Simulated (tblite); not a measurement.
Species: C₆H₁₆GeSi.
Geometry (GFN2-xTB, Å), atoms numbered from 1 in this order:
```
atom  x, y, z in Å
C1     0.6953   -2.6773   -0.7228
C2     0.5179   -1.3692   -0.6661
C3     0.4600   -0.5629    0.5834
C4    -0.6894    0.4439    0.5441
C5    -2.0527   -0.2410    0.4662
C6    -3.1903    0.7693    0.3873
Si7    2.1395    0.3416    0.7741
Ge8    2.5238    1.6815   -1.1020
H9     0.7804   -3.2739    0.1711
H10    0.7592   -3.2082   -1.6573
H11    0.4323   -0.7937   -1.5827
H12    0.3192   -1.2322    1.4370
H13   -0.6568    1.0743    1.4369
H14   -0.5668    1.0956   -0.3282
H15   -2.1870   -0.8742    1.3468
H16   -2.0777   -0.8912   -0.4115
H17   -4.1510    0.2621    0.3366
H18   -3.0839    1.3939   -0.4973
H19   -3.1891    1.4150    1.2631
H20    3.1979   -0.6619    0.9228
H21    2.0919    1.1582    1.9942
H22    3.8375    2.4052   -1.0924
H23    2.5387    0.9718   -2.4246
H24    1.5392    2.7929   -1.3319
```

All values are computed: GFN2-xTB (tblite) harmonic vibrations without scaling, gas phase. Against measured fundamentals such values can be off by several per cent, at times by over 20. Modes of hydrogen on germanium and silicon can be 10 to 20 % off. One conformer, not necessarily the lowest. The optimisation stopped once no atom felt more than 0.01 eV/Å.

Lowest wavenumbers of the output (negative numbers stand for imaginary wavenumbers):
```
mode    cm-1
  1     -26.4
  2      49.4
  3      58.1
  4      77.0
  5      79.2
  6     112.2
  7     143.1
  8     231.7
  9     233.6
 10     306.1
 11     313.4
 12     333.5
 13     344.0
 14     375.5
 15     400.0
```

**Question.** Is this structure a minimum?

**Answer.** Not by this Hessian. 1 mode is imaginary beyond 20i (26i cm⁻¹), so at this level the point lies at or near a first-order saddle. The curvature is small, so loose convergence or finite differences may be the whole cause.

**Question.** Which atoms move in the imaginary mode?

**Answer.** 26i: H23 (Ge–H hydrogen) 20 %, H24 (Ge–H hydrogen) 18 %, Ge8 (germanium bonded to Si and 3 H) 11 %, H22 (Ge–H hydrogen) 11 %. These are shares of the mass-weighted motion.

**Question.** What is the remedy?

**Answer.** Step along that mode in both directions, optimise again with tighter thresholds and repeat the frequencies. The zero-point energy of this point (120.0 kcal/mol) counts the 65 real modes alone, and thermal corrections from it aren't those of a minimum.
